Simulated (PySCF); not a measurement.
# Two-component Hartree-Fock for Br³⁺ (bromine, charge +3)

Start: [Ar] 3d10 4s2 4p2; 4p1/2 filled at m_j = -1/2, +1/2. Calculated with PySCF 2.14 in x2c-SVPall-2c (5s6p3d, 38 functions): generalised Hartree-Fock with the X2C-1e Hamiltonian and a Gaussian nucleus; one run each with spin-orbit coupling (SO) switched off, then screened by Boettger's factors.

| spinor shell | electrons | ε, spin-free (eV) | ε, screened SO (eV) | weight of nominal j (screened SO) | rms radius, screened SO (bohr) |
| --- | --- | --- | --- | --- | --- |
| 1s1/2 | 2 | -13591.7 | -13591.4 | 1.000 | 0.0493 |
| 2s1/2 | 2 | -1863.5 | -1863.4 | 1.000 | 0.205 |
| 2p1/2 | 2 | -1643.5 | -1676.2 | 1.000 | 0.180 |
| 2p3/2 | 4 | -1643.5 | -1627.6 | 1.000 | 0.184 |
| 3s1/2 | 2 | -315.65 | -315.55 | 1.000 | 0.588 |
| 3p1/2 | 2 | -243.49 | -248.66 | 0.995 | 0.600 |
| 3p3/2 | 4 | -243.49 | -240.88 | 0.998 | 0.611 |
| 3d3/2 | 4 | -124.10 | -124.80 | 0.971 | 0.647 |
| 3d5/2 | 6 | -124.10 | -123.50 | 0.981 | 0.648 |
| 4s1/2 | 2 | -59.917 | -59.881 | 0.999 | 1.68 |
| 4p1/2 | 2 | -46.482 | -46.586 | 0.621 | 1.91 |

```json
{"quantity": "E (hartree)", "spin-free": "-2601.51255", "screened SO": "-2601.64106"}
{"quantity": "M_J", "spin-free": "0", "screened SO": "0"}
{"quantity": "⟨J²⟩", "spin-free": "2.007", "screened SO": "1.429"}
{"quantity": "⟨L²⟩", "spin-free": "2.005", "screened SO": "1.984"}
{"quantity": "⟨S²⟩", "spin-free": "2.002", "screened SO": "1.957"}
```

The determinant has a definite M_J but mixes levels of different J.

Each row is a mean over spinors that exchange with the open shell spreads, by up to 6.389 eV (4s1/2).

Rows whose weight is well below 1 are mixtures of j = l ± 1/2: exchange outweighs spin-orbit coupling there, and the label is only the starting occupation.

Without spin-orbit coupling the j labels of p, d and f shells carry no meaning; the spin-free column gives the mean over the occupied spinors of each nl shell.
